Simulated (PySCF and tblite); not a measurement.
Values are calculated unless marked as measured or tabulated.
# Dynamics report: pyramidal inversion

System: C₅H₁₁GeN, numbered as in [CH2:1]=[CH:2][C@@:3]1([GeH2:4][CH3:5])[CH2:6][NH:7]1.

Motion: pyramidal inversion at N7. Geometries: GFN2-xTB; energies: PBE0/pcSseg-1 + D3(BJ); zero-point and thermal terms from GFN2-xTB harmonic modes (soft modes blended into free rotors). Rates follow Eyring's equation with the number of equivalent paths and no tunnelling. Programs: tblite and PySCF.

| point | symmetry | E(GFN2) kcal/mol | E(DFT) kcal/mol | ZPE change kcal/mol | lowest mode cm⁻¹ | dipole D |
| --- | --- | --- | --- | --- | --- | --- |
| start | C1 | 0.0 | 0.0 | 0.00 | 55 | 1.10 |
| saddle | C1 | 14.8 | 16.3 | -1.37 | 955i | 0.97 |
| end | C1 | -1.8 | -0.1 | 0.22 | 48 | 1.50 |

- Electronic barrier: 16.3 kcal/mol
- Barrier with zero-point energy: 14.9 kcal/mol
- ΔH‡ (298 K): 14.9 kcal/mol
- ΔS‡ (298 K, symmetry apart): 0.1 cal/(mol K)
- Paths: 1 equivalent path
- End point: a different minimum
- Mean lifetime of the start against this motion at 298 K: 14 ms
- Cost: 110 s on 1 thread of Arm Neoverse V1, shared host (rough), peak memory 0.95 GiB, launched as `OMP_NUM_THREADS=1 python ens_run.py task.json out`

```
T/K  ΔG‡ kcal/mol    k s⁻¹  ΔG kcal/mol  k back s⁻¹
250          14.9     0.46          0.1         0.6
298          14.9       71          0.1          88
350          14.9     3480          0.1        4200
400          14.9  5.8×10⁴          0.1     6.8×10⁴
500          14.9    3×10⁶          0.1     3.5×10⁶
```

ΔG and ΔG‡ leave out symmetry numbers and mirror images; rates count paths: 1 out, 1 back.

Spin–orbit effects of heavy atoms on shieldings are missing.
